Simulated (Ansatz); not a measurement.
`O=C(O)[CH2][GaH2]` at its PBE0-D4/def2-TZVP geometry, where that method's forces vanish. Charge 0, multiplicity 1.

```xyz
10

O     0.6182    0.8570   -2.0128
C     0.4264    0.1987   -1.0347
O     1.4283    0.0013   -0.0998
C    -0.8046   -0.4292   -0.5130
Ga   -0.5527    0.0502    1.4231
H     2.2192    0.4693   -0.4018
H    -1.6775   -0.0922   -1.0643
H    -0.7172   -1.5166   -0.5688
H    -0.3278   -1.1037    2.4556
H    -0.6122    1.5652    1.8165
```

(1) What forces (eV/Å) does ωB97M-V/def2-TZVPP give on these atoms in the Gaussian-basis code of Ansatz? (Best estimate.)

Results:

(1) Ansatz gave: 
```
O1   0.047  0.051 -0.073
C2  -0.081  0.016 -0.124
O3   0.201  0.034  0.109
C4  -0.210 -0.125  0.094
Ga5  0.025  0.016  0.085
H6  -0.048 -0.037  0.029
H7   0.074 -0.021  0.037
H8   0.007  0.089 -0.032
H9  -0.021  0.105 -0.090
H10  0.007 -0.127 -0.036
```
